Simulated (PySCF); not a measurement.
An unknown is described by computed data only.

Formula: C7H13B.

* 1H NMR: chemical shifts (computed TMS as zero) by class: 7.38 (2 H), 4.99 (1 H), 4.99 (1 H), 2.35 (1 H), 2.21 (1 H), 2.20 (1 H), 2.03 (1 H), 1.89 (1 H), 1.88 (1 H), 1.42 (1 H), 1.21 (1 H), 0.57 (1 H) ppm [GIAO PBE0/pcSseg-1]
* Dipole: 0.73 D [CAM-B3LYP/def2-SVPD]
* Triplet: lowest triplet excitation (Tamm–Dancoff): 4.29 eV [TDA CAM-B3LYP/def2-SVPD]
* Polarisability: 96.1 au [CAM-B3LYP/def2-SVPD]
* Rotational structure: rotational constants A, B, C: 3.178, 1.753, 1.244 GHz [PBE0-D3(BJ)/def2-SVP]
* Valence photoelectron: vertical ionisation energy: 9.06 eV [ΔSCF CAM-B3LYP/def2-SVPD]
* UV, strongest line: among the 10 lowest singlet transitions: S6 at 7.10 eV (175 nm, f = 0.272) [TDDFT CAM-B3LYP/def2-SVPD]
* NMR, other nuclei: isotropic shieldings of nuclei other than C and H, by class: 14 (1 B) ppm [GIAO PBE0/pcSseg-1]
* 13C NMR: chemical shifts (computed TMS as zero) by class: 157.1 (1 C), 114.6 (1 C), 42.2 (1 C), 41.7 (1 C), 38.1 (1 C), 31.9 (1 C), 18.6 (1 C) ppm [GIAO PBE0/pcSseg-1]
* UV, first state: lowest singlet excitation: 5.41 eV (229 nm, f = 0.003) [TDDFT CAM-B3LYP/def2-SVPD]

The electronic properties come from PySCF, for the isolated species, density fitting. Levels stand in brackets. One conformer (not necessarily the lowest) at the PBE0-D3(BJ)/def2-SVP geometry, without solvent, vibrations or thermal averaging. Each NMR value is the plain mean over a class of atoms that symmetry, rotation or inversion makes alike.

Task: Propose a structure and show how it fits.

Result: Numbering: `[BH2:1][C@@H:2]1[CH2:3][CH2:4][CH2:5][C:6](=[CH2:7])[CH2:8]1`. 7 carbons fall into 7 classes; from least to most shielded: fully substituted alkene carbon [C6] (157.1 ppm), terminal =CH2 carbon [C7] (114.6 ppm), allylic carbon [C8] (42.2 ppm), ring sp3 carbon bound to boron [C2] (41.7 ppm), allylic carbon [C5] (38.1 ppm), ring CH2 carbon [C4] (31.9 ppm), ring CH2 carbon [C3] (18.6 ppm). Hydrogen classes from least to most shielded: 2 H on a three-coordinate boron, B1 (7.38 ppm), 1 H on a terminal =CH2 carbon, C7 (4.99 ppm), 1 H on a terminal =CH2 carbon, C7 (4.99 ppm), 1 H on an allylic carbon, C8 (2.35 ppm), 1 H on an allylic carbon, C8 (2.21 ppm), 1 H on an allylic carbon, C5 (2.20 ppm), 1 H on an allylic carbon, C5 (2.03 ppm), 1 H on an sp3 carbon bound to boron, C2 (1.89 ppm), 1 H on a ring CH2 carbon, C4 (1.88 ppm), 1 H on a ring CH2 carbon, C4 (1.42 ppm), 1 H on a ring CH2 carbon, C3 (1.21 ppm), 1 H on a ring CH2 carbon, C3 (0.57 ppm). The other shieldings belong to: 14 ppm, three-coordinate boron [B1]. The first electron is taken from the HOMO, whose largest Löwdin shares are 0.37 on the terminal =CH2 carbon, 0.31 on the fully substituted alkene carbon and 0.06 on each of 2 atoms of one kind (allylic carbon). The optimised geometry has point group C1 and is an asymmetric top. Structure: `B[C@@H]1CCCC(=C)C1`. Computed isomers that give other values at the same levels: `C=C[C@H]1BCCCC1` (rotational constant A: 4.162 GHz; this holds for the one conformer computed); `BC[C@H]1CCC(=C)C1` (rotational constant A: 4.172 GHz; this holds for the one conformer computed); `C=C[C@H]1CBCCC1` (13C chemical shifts (computed TMS as zero) by class: 156.0 (1 C), 116.4 (1 C), 39.1 (1 C), 37.8 (1 C), 30.6 (1 C), 30.5 (1 C), 25.2 (1 C) ppm). The assignments are read from this structure; whether some other isomer fits the data as well wasn't checked. The mirror image fits equally.
